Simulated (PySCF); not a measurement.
Consider 2,3-dimethyl-2-heptene, `CCCCC(C)=C(C)C` (C9H18). Optimised structure (Å), atoms numbered from 1:
```
C     3.3533    0.5548    0.3362
C     1.8408    0.7029    0.3819
C     1.2311    1.0891   -0.9588
C    -0.2979    1.1918   -0.9345
C    -0.9801   -0.1299   -0.6966
C    -0.9278   -1.0973   -1.8531
C    -1.5765   -0.4904    0.4596
C    -2.2055   -1.8546    0.5973
C    -1.6685    0.3734    1.6832
H     3.7647    0.2815    1.3198
H     3.8409    1.4915    0.0209
H     3.6557   -0.2276   -0.3786
H     1.5638    1.4616    1.1354
H     1.3824   -0.2396    0.7273
H     1.5395    0.3535   -1.7237
H     1.6514    2.0554   -1.2887
H    -0.5940    1.9358   -0.1805
H    -0.6389    1.5912   -1.9058
H    -0.4961   -0.6314   -2.7506
H    -0.3195   -1.9888   -1.6224
H    -1.9306   -1.4668   -2.1238
H    -1.4936   -2.6635    0.3646
H    -2.5788   -2.0266    1.6169
H    -3.0590   -1.9823   -0.0906
H    -2.7159    0.4643    2.0182
H    -1.2709    1.3851    1.5395
H    -1.1147   -0.0844    2.5215
```

These are calculated values, ωB97X-D3(BJ)/ma-def2-SVP in PySCF (grid level 2) at geometries from PBE0-D3(BJ)/def2-SVP. The prefix ma- adds one diffuse s and one diffuse p function on all atoms but H. Zero-point and thermal terms (298.15 K, 1 bar) come from unscaled GFN2-xTB harmonic frequencies, with soft modes damped to free rotors in the entropy. These were taken at the GFN2-xTB minima.

(1) What are the vertical and the adiabatic ionisation energy for forming the radical cation?

(2) Where does the unpaired spin of the relaxed radical cation sit?

(3) What oxidation potential follows in DMSO (IEF-PCM), on the absolute scale?

(4) How far is −ε(HOMO) from the vertical value by ΔSCF?

Results:

(1) 8.21 eV vertical and 7.84 eV adiabatic, the latter with zero-point energy.

(2) C7 (alkene carbon) 0.41, C5 (alkene carbon) 0.40 (intrinsic atomic orbital populations).

(3) In the gas phase ΔG of oxidation is 7.819 eV, and solvation is -5.7 kJ/mol for the parent and -211.8 kJ/mol for the product, so the absolute potential is 5.68 V. The solvent is electrostatics only, on gas-phase structures; the absolute scale refers to an electron at rest in vacuum.

(4) −ε(HOMO) = 8.58 eV, which is 0.37 eV above the ΔSCF value.

Known limits: ma-def2-SVP is a small basis, whose errors can reach tens of kJ/mol.
